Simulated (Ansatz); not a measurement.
Molecule: Ge5H12, charge 0, multiplicity 1. SMILES: [GeH3][GeH2][GeH2][GeH2][GeH3]
Geometry from a B3LYP-D3(BJ)/def2-TZVP (Ansatz, an electronic-structure program) optimisation:
```
Ge
H 1 1.5426
H 1 1.5426 2 107.63
Ge 1 2.4400 2 109.78 3 118.28
H 4 1.5425 1 109.18 2 66.13
H 4 1.5426 5 107.31 1 -117.60
Ge 4 2.4381 5 109.86 6 -119.29
H 7 1.5391 4 109.81 5 -61.76
H 7 1.5392 8 108.46 4 119.95
H 7 1.5397 8 108.67 9 117.97
Ge 1 2.4412 2 111.04 3 -119.66
H 11 1.5421 1 109.11 2 -51.70
H 11 1.5425 12 107.82 1 -120.45
Ge 11 2.4381 12 109.33 13 -119.86
H 14 1.5390 11 109.64 12 -55.34
H 14 1.5393 15 108.71 6 178.69
H 14 1.5394 15 108.35 16 -117.91
```
Charge 0, spin multiplicity 1.

Property: vertical ionisation energy (to the doublet state of charge +1; each state is the SCF solution reached for its spin), in eV. Cores are frozen in the correlated levels unless marked. UHF or UKS for open shells. Spin-orbit coupling is left out. The frozen core is the preceding noble-gas configuration, with the filled d and f shells of earlier blocks. Non-relativistic. 

```
level                 program  vertical ionisation energy (eV)
--------------------  -------  -------------------------------
HF/aug-cc-pVDZ         Ansatz                             8.53
HF/aug-cc-pVTZ         Ansatz                             8.50
SVWN5/def2-TZVPD       Ansatz                             8.80
PBE/def2-TZVPD         Ansatz                             8.65
r2SCAN/def2-TZVPD      Ansatz                             8.80
B3LYP/def2-TZVPD       Ansatz                             8.87
PBE0/def2-TZVPD        Ansatz                             8.91
BHLYP/def2-TZVPD       Ansatz                             8.99
CAM-B3LYP/def2-TZVPD   Ansatz                             9.06
wB97M-V/def2-TZVPD     Ansatz                             9.09
wB97X-V/def2-TZVPD     Ansatz                             9.16
B2PLYP/def2-TZVPD      Ansatz                             8.94
MP2/aug-cc-pVDZ        Ansatz                             9.10
RI-MP2/aug-cc-pVTZ     Ansatz                             9.21
SCS-MP2/aug-cc-pVDZ    Ansatz                             9.08
CCSD/aug-cc-pVDZ       Ansatz                             9.05
CCSD(T)/aug-cc-pVDZ    Ansatz                             9.04
```
